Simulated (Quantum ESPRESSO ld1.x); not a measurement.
Valence configurations of Bi2+. All-electron calculation, Dirac Kohn-Sham, relativistic LDA (MacDonald-Vosko exchange, VWN5 correlation), spin-unpolarised, spherical densities, point nucleus; open shells are shared between the two j in proportion to 2j + 1. Program: ld1.x of Quantum ESPRESSO 7.5. Energies are relative to [Hg] 6p1; eigenvalues in eV.

valence                     E (eV)  e(4f5/2)  e(4f7/2)  e(5d3/2)  e(5d5/2)  e(6p1/2)
[Hg] 6p1                     0.000   -173.65   -168.17   -46.531   -43.496   -21.545
[Xe] 4f14 5d10 6s1 6p2      11.387   -175.41   -169.92   -48.132   -45.076   -22.438
[Xe] 4f14 5d10 6p3          23.016   -177.11   -171.62   -49.677   -46.600   -23.280
[Xe] 4f13.5 5d10 6s2 6p1.5  77.722   -183.94   -178.37   -50.015   -46.819   -22.596
[Xe] 4f13.5 5d9.5 6s2 6p2   91.859   -187.27   -181.70   -52.505   -49.241   -23.515
[Xe] 4f13.5 5d9.5 6p4       116.57   -190.60   -185.04   -55.517   -52.215   -25.131
[Xe] 4f13 5d10 6s2 6p2      160.15   -194.38   -188.74   -53.548   -50.192   -23.629
[Xe] 4f13 5d9.5 6s2 6p2.5   175.56   -197.76   -192.11   -56.054   -52.629   -24.529
[Xe] 4f12.5 5d10 6s2 6p2.5  247.36   -204.98   -199.26   -57.128   -53.610   -24.647
[Xe] 4f12 5d10 6s2 6p3      339.45   -215.74   -209.93   -60.752   -57.072   -25.653

NIST lists [Hg] 6p1 as the ground configuration; this level of theory agrees among the configurations tried. The energies are those of spherical spin-averaged densities, not of single terms.
